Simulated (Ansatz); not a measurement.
`F[SiH](F)[CH2][GeH3]`, relaxed with RKS PBE0-D4/def2-TZVP in Ansatz 0.2.0 from a PBE-D4/def2-SVP geometry. The force threshold is 0.005 eV/Å; the program also tests the step.

Charge 0, multiplicity 1.

Start:

```xyz
11

F    -0.551    2.869    0.419
Si   -0.877    1.269    0.398
F    -1.733    0.998   -0.970
C     0.691    0.277    0.329
Ge    0.467   -1.489   -0.549
H    -1.762    0.963    1.563
H     1.074    0.120    1.359
H     1.465    0.843   -0.230
H     1.696   -2.378   -0.224
H     0.347   -1.294   -2.079
H    -0.816   -2.178   -0.015
```

**Question.** By how much does the energy fall, and how many steps does the optimiser take? (Estimate.)

**Answer.** The calculation gave: 9.37 kJ/mol, in 17 steps, 1 of them rejected.

**Question.** Which bonds change most? (Estimate.)

**Answer.** Computed: Si2–F3 from 1.636 to 1.591 Å; F1–Si2 from 1.633 to 1.591 Å; Si2–C4 from 1.857 to 1.835 Å; Si2–H6 from 1.495 to 1.477 Å.

**Question.** Give the relaxed structure. (An estimate is asked.)

**Answer.** Computed: 
```xyz
11

F    -0.561    2.776    0.789
Si   -0.869    1.281    0.342
F    -1.529    1.369   -1.104
C     0.678    0.298    0.255
Ge    0.455   -1.516   -0.475
H    -1.880    0.735    1.269
H     1.094    0.208    1.264
H     1.416    0.823   -0.358
H     1.751   -2.311   -0.252
H     0.148   -1.437   -1.976
H    -0.703   -2.227    0.247
```
